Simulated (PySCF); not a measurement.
Isomers of C7H9P.

All values: PBE0/def2-SVPD (PySCF) at GFN2-xTB geometries, gas phase, one conformer each. Core orbitals are frozen in the response; Δα² is half the sum of the squared differences of the principal polarisabilities.

Question: Rank by polarisability anisotropy Δα, highest first.
A. `Cc1ccpcc1C`
B. `CC#CP=C=C(C)C`
C. `[CH3:1][C:2]#[C:3][P:4]1[CH:5]=[CH:6][CH2:7][CH2:8]1` with C3–P4–C5–C6 -87°, C5–C6–C7–C8 -16°, C6–C7–C8–P4 23°, C3–P4–C8–C7 76°

Answer: B (12.99 Å³), A (9.14 Å³), C (6.28 Å³).

Question: Rank by dipole moment, lowest first.
A. `CC#CP=C=C(C)C`
B. `CC1=C(C)C=PC=C1`
C. `Cc1ccc(C)pc1`
D. `[CH3:1][C:2]#[C:3][P:4]1[CH:5]=[CH:6][CH2:7][CH2:8]1` with C3–P4–C5–C6 -87°, C5–C6–C7–C8 -16°, C6–C7–C8–P4 23°, C3–P4–C8–C7 76°

Answer: C (1.79 D), D (1.99 D), A (2.23 D), B (2.47 D).

All values together:

```csv
SMILES,μ (D),HOMO (eV),LUMO (eV),α (Å³),Δα (Å³)
Cc1ccc(C)pc1,1.79,-6.78,-1.30,15.86,9.29
CC#CP=C=C(C)C,2.23,-6.54,-1.34,17.97,12.99
Cc1ccpcc1C,2.47,-6.74,-1.23,15.75,9.14
CC#CP1C=CCC1,1.99,-6.43,-0.23,15.60,6.28
```

Conformers: `[CH3:1][C:2]#[C:3][P:4]1[CH:5]=[CH:6][CH2:7][CH2:8]1` with C3–P4–C5–C6 -87°, C5–C6–C7–C8 -16°, C6–C7–C8–P4 23°, C3–P4–C8–C7 76°.
